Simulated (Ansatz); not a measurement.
FeCl2. Charge 0, multiplicity 1. Geometry r2SCAN-D4/def2-TZVP.

```
atom    x (Å)    y (Å)    z (Å)
 Fe1   0.0007  -0.0012   0.0001
 Cl2   0.7836   0.3745  -1.8662
 Cl3  -0.7843  -0.3733   1.8662
```

The 6-31G sets use Cartesian d functions. B3LYP takes the VWN-RPA correlation. The restricted singlet is unstable towards broken spin symmetry at other levels; at PBE-D4/def2-SVP, BLYP-D4/def2-TZVP, r2SCAN-D4/def2-TZVPD, B3LYP-D4/6-31G this wasn't settled. At PBE-D4/def2-SVP, PBE-D4/def2-TZVP an occupied level lies above an empty one. At PBE-D4/def2-TZVP the restricted singlet is unstable: a solution with broken spin symmetry lies lower. At PBE0-D4/def2-TZVP a quintet of charge 0 lies 3.68 eV below the restricted singlet, each at its own geometry. The structure comes from a short search, and lower isomers may exist.

Estimate the orbital energies around the gap (eV) in Ansatz with PBE-D4/def2-SVP, PBE-D4/def2-TZVP, BLYP-D4/def2-TZVP, r2SCAN-D4/def2-TZVPD, B3LYP-D4/6-31G.


```
orbital  PBE-D4/def2-SVP  PBE-D4/def2-TZVP  BLYP-D4/def2-TZVP  r2SCAN-D4/def2-TZVPD  B3LYP-D4/6-31G
 HOMO−5            -8.76             -9.13              -8.91                 -9.47          -10.03
 HOMO−4            -8.28             -8.65              -8.44                 -8.95           -9.58
 HOMO−3            -8.28             -8.65              -8.44                 -8.95           -9.58
 HOMO−2            -5.77             -6.10              -6.07                 -6.79           -8.41
 HOMO−1            -5.42             -5.89              -5.88                 -6.79           -8.41
   HOMO            -5.42             -5.89              -5.88                 -6.74           -8.24
   LUMO            -5.44             -5.89              -5.69                 -5.74           -4.51
 LUMO+1            -5.44             -5.89              -5.69                 -5.74           -4.51
 LUMO+2            -0.66             -0.84              -0.82                 -0.72           -0.79
 LUMO+3             1.19              0.92               1.02                 -0.11           -0.08
 LUMO+4             1.19              0.92               1.02                 -0.11           -0.08
 LUMO+5             2.54              2.52               2.56                  0.95            1.26
```
